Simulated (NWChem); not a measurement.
Species: PbH2, singlet; SMILES [PbH2]

Computed with NWChem. Low-valent species are run as closed-shell singlets; no triplet was tried in these runs. def2 effective core potentials on Pb; no spin-orbit coupling. The level has its own optimisation; frequencies are unscaled.

### Question
What does the run give for PBE0/def2-TZVP? Quantities: r H–Pb (Å); highest harmonic frequency (cm⁻¹); lowest (cm⁻¹); zero-point energy (kcal/mol).

### Answer
- r H–Pb (Å) = 1.844
- highest harmonic frequency (cm⁻¹) = 1622
- lowest (cm⁻¹) = 729
- zero-point energy (kcal/mol) = 5.7
